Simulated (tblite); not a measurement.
Task: Write Cartesian coordinates for `C[C@@H]1C[C@]2(Cl)C[C@H]1C[C@H]2F` as optimised with GFN2-xTB.

Result: 
```xyz
22
C8H12ClF angstrom
C      2.2691   -0.4140   -0.8291
C      0.8153   -0.7008   -0.4718
C     -0.1839    0.0732   -1.3612
C     -0.9973    0.8852   -0.3492
Cl    -1.8671    2.2411   -1.0838
C      0.0442    1.2405    0.7093
C      0.4373   -0.2188    0.9422
C     -0.9158   -0.8472    1.3052
C     -1.9123   -0.0807    0.4186
F     -2.8087    0.6065    1.2066
H      2.9359   -0.9676   -0.1717
H      2.4714   -0.7182   -1.8536
H      2.4952    0.6445   -0.7338
H      0.6532   -1.7786   -0.5555
H      0.3354    0.7512   -2.0377
H     -0.8183   -0.5811   -1.9575
H      0.8465    1.8597    0.3179
H     -0.3969    1.7155    1.5829
H      1.2118   -0.3938    1.6857
H     -0.9417   -1.9201    1.1246
H     -1.1659   -0.6659    2.3504
H     -2.5176   -0.7113   -0.2397
```

Orientation and origin are arbitrary. Atoms count from 1 in this order. Of the pairs four or more bonds apart, H13···H17 is among the closest relative to their van der Waals radii: 2.30 Å, 96 % of the sum of Bondi's values. The 5-membered ring C2–C3–C4–C6–C7 has internal angles of 93.4° to 103.2°; it is puckered, 0.26 Å rms from its mean plane, widest ring torsion 55°. The 5-membered ring C4–C6–C7–C8–C9 has internal angles of 93.4° to 103.3° (sum 503°, against 540° for a flat polygon); it is puckered, 0.27 Å rms from its mean plane, widest ring torsion 57°. The 9 C–C bonds span 1.524 Å (C1–C2, drawn single) to 1.545 Å (C2–C3, drawn single), a spread of 0.021 Å.

Bonds between heavy atoms (Å): C1–C2 1.524, C2–C3 1.545, C3–C4 1.531, C4–Cl5 1.770, C4–C6 1.527, C6–C7 1.529, C7–C8 1.535, C8–C9 1.538, C9–F10 1.377, C2–C7 1.541, C4–C9 1.536.

Structure optimised with GFN2-xTB, isolated species.

Point group: C1 (no symmetry element, even within 0.4 Å). Its GFN2-xTB frequencies are all real (lowest 88 cm⁻¹).

These are computed values.
